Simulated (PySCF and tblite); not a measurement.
Results of a calculation; reference values are marked as such.
**Dynamics report: pyramidal inversion**

System: C2H10BOP, numbered as in [CH3:1][O+:2]([CH3:3])[BH2-:4][PH2:5].

Motion: pyramidal inversion at O2. Level: PBE/pcSseg-1 + D3(BJ), IEF-PCM chloroform on PBE0-D3(BJ)/def2-SVP stationary points, with GFN2-xTB thermal terms. Rate constants are transition-state-theory values, counting equivalent paths, without tunnelling. Run with tblite and PySCF.

| point | symmetry | E(GFN2) kcal/mol | E(DFT) kcal/mol | ZPE change kcal/mol | lowest mode cm⁻¹ | dipole D |
| --- | --- | --- | --- | --- | --- | --- |
| start | C1 | 0.0 | 0.0 | 0.00 | 96 | 5.12 |
| saddle | C1 | 5.4 | 3.1 | -1.01 | 225i | 5.89 |
| end | C1 | 1.2 | 0.7 | -0.20 | 68 | 5.80 |

- Electronic barrier: 3.1 kcal/mol
- Barrier with zero-point energy: 2.1 kcal/mol
- ΔH‡ (298 K): 2.1 kcal/mol
- ΔS‡ (298 K, symmetry apart): 1.0 cal/(mol K)
- Paths: 1 equivalent path
- End point: a different minimum
- Mean lifetime of the start against this motion at 298 K: 3.6 ps
- Cost: 5.7 min on 1 thread of Arm Neoverse V2, shared host (rough), peak memory 0.69 GiB, launched as `OMP_NUM_THREADS=1 python ens_run.py task.json out`

| T/K | ΔG‡ kcal/mol | k s⁻¹ | ΔG kcal/mol | k back s⁻¹ |
| --- | --- | --- | --- | --- |
| 200 | 1.9 | 3.5×10¹⁰ | 0.4 | 1×10¹¹ |
| 250 | 1.9 | 1.2×10¹¹ | 0.4 | 2.8×10¹¹ |
| 298 | 1.8 | 2.8×10¹¹ | 0.4 | 5.4×10¹¹ |
| 350 | 1.8 | 5.3×10¹¹ | 0.4 | 8.9×10¹¹ |
| 400 | 1.8 | 8.3×10¹¹ | 0.3 | 1.3×10¹² |

ΔG and ΔG‡ leave out symmetry numbers and mirror images; rates count paths: 1 out, 1 back.
